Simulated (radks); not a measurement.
Question: All-electron atom: Cd IV in [Kr] 4d9. Method: scalar-relativistic Kohn-Sham, BLYP, spin-unpolarised, spherical densities, finite nucleus; Fermi nuclear charge, rms radius 4.6087 fm; computed with a radial shooting solver on a logarithmic mesh with Libxc functionals. Some entries of the table are withheld. Estimate them.

orbital  occ.  eigenvalue (hartree)  <r> (bohr)
1s          2                   (1)     0.03040
2s          2             -146.0679         (2)
2p          6             -131.2193      0.1148
3s          2             -28.28980      0.3584
3p          6             -23.41930      0.3571
3d         10             -15.79211      0.3347
4s          2              -5.19215      0.8752
4p          6              -3.75233      0.9518
4d          9              -1.67924       1.200

Answer: 
(1) 1s eigenvalue (hartree): -976.2433
(2) 2s <r> (bohr): 0.1317
